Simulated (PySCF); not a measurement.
The vertical singlet excitations below were computed for one of the candidates. Level of theory: TDDFT CAM-B3LYP/def2-SVPD, vertical, gas phase, core orbitals frozen in the response (PySCF 2.14.0, density-fitted response routines). Geometries: PBE0-D3(BJ)/def2-SVP, one conformer each.

```
state  E (eV)       f  main configurations (H = HOMO, L = LUMO)
   S1    5.36   0.042                     H→L (84%), H→L+1 (8%)
   S2    5.45   0.059                               H→L+1 (88%)
   S3    6.10  0.0067                  H→L+3 (48%), H→L+2 (32%)
   S4    6.23  0.0057                  H→L+2 (54%), H→L+3 (40%)
   S5    6.54   0.015   H→L+5 (26%), H-1→L+1 (24%), H→L+6 (21%)
   S6    6.67   0.045   H-1→L+1 (33%), H→L+5 (24%), H→L+7 (16%)
   S7    6.87   0.055   H→L+4 (40%), H-1→L (27%), H-1→L+2 (24%)
   S8    7.01   0.026   H→L+4 (33%), H-1→L (30%), H-1→L+1 (11%)
   S9    7.06   0.172     H→L+6 (29%), H→L+5 (27%), H→L+7 (12%)
  S10    7.10   0.214   H→L+7 (36%), H→L+6 (15%), H-1→L+1 (14%)
```

Orbital energies (eV): HOMO-3 -11.65, HOMO-2 -10.15, HOMO-1 -8.24, HOMO -6.80, LUMO 1.27, LUMO+1 1.52, LUMO+2 1.90.

Question: Which candidate is it? All have the formula C6H9NO.
A. `CN(C)C1=COC=C1`
B. `C(NC1CC(=C)C1)=O`
C. `C(C)(N/C=C/C=C)=O`

Answer: A. Its S1 lies at 5.36 eV; the nearest of the others has S1 at 5.05 eV. S1 is HOMO→LUMO (84%), HOMO→LUMO+1 (8%). Löwdin shares by element: HOMO carbon 36% or more, nitrogen 30%, oxygen 9% (atoms not listed hold the other 25%); LUMO carbon 39% or more, hydrogen 7% or more (atoms not listed hold the other 54%). At the same level the other candidates give, for their lowest levels:
- `C=C/C=C/NC(C)=O`: 5.05 eV (f 1.014); 5.43 eV (f 0.001); 5.59 eV (f 0.000); 6.28 eV (f 0.000); 6.45 eV (f 0.010); T1 2.90 eV; HOMO -7.28, LUMO 0.10 eV
- `C=C1CC(NC=O)C1`: 5.73 eV (f 0.001); 6.71 eV (f 0.005); 6.88 eV (f 0.447); 7.00 eV (f 0.070); 7.14 eV (f 0.085); HOMO -8.70, LUMO 0.88 eV

The values belong to the conformer `[CH3:1][N:2]([CH3:3])[c:4]1[cH:5][cH:6][o:7][cH:8]1`: C1–N2–C4–C5 29°.
Triplets come from the Tamm–Dancoff approximation.
